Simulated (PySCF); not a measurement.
Several compounds and their computed core spectra got separated.

Method used: delta-SCF UKS SCAN, pcX-2 on the ionised atom, pcseg-1 elsewhere, spin-free X2C in PySCF. Geometries: GFN2-xTB; isolated species, one conformer each.

Line lists (1s up to Mg, 2p3/2 beyond; areas count atoms within a level, one atom standing for each set equivalent by bonding):
1. C 1s: 291.30 (area 1), 291.57 (area 1), 291.60 (area 1), 295.40 (area 1) eV; O 1s: 538.19 eV; F 1s: 692.71 eV
2. C 1s: 290.77 (area 1), 291.13 (area 1), 292.06 (area 1) eV; N 1s: 404.33 eV
3. C 1s: 293.39 (area 1), 295.69 (area 1), 296.96 (area 1) eV; N 1s: 406.40 eV; F 1s: 693.95 (area 1), 694.24 (area 1), 694.25 (area 1) eV

Structures:
A. `N(=C/C=C)/[H]`
B. `N#C[C@H](F)C(F)F`
C. `FC(/C=C/C)=O`

Question: Match each list to its structure.

Answer: 
- 1 = C: no other candidate has this set of levels. C 1s: 291.30 alkene CH carbon, 291.57 allylic carbon, 291.60 alkene CH carbon, 295.40 acyl halide carbon; O 1s: 538.19 carbonyl oxygen; F 1s: 692.71 acyl fluorine.
- 2 = A: no other candidate has this set of levels. C 1s: 290.77 terminal =CH2 carbon, 291.13 alkene CH carbon, 292.06 imine carbon; N 1s: 404.33 imine nitrogen.
- 3 = B: no other candidate has this set of levels. C 1s: 293.39 nitrile carbon, 295.69 sp3 C–F carbon, 296.96 CHF2 carbon; N 1s: 406.40 nitrile nitrogen; F 1s: 693.95 alkyl fluorine, 694.24 fluorine of a CF2 group, 694.25 fluorine of a CF2 group.

2 of these hole states are spin-contaminated (⟨S²⟩ up to 0.90, against 0.75; counted from 0.85) and less certain.
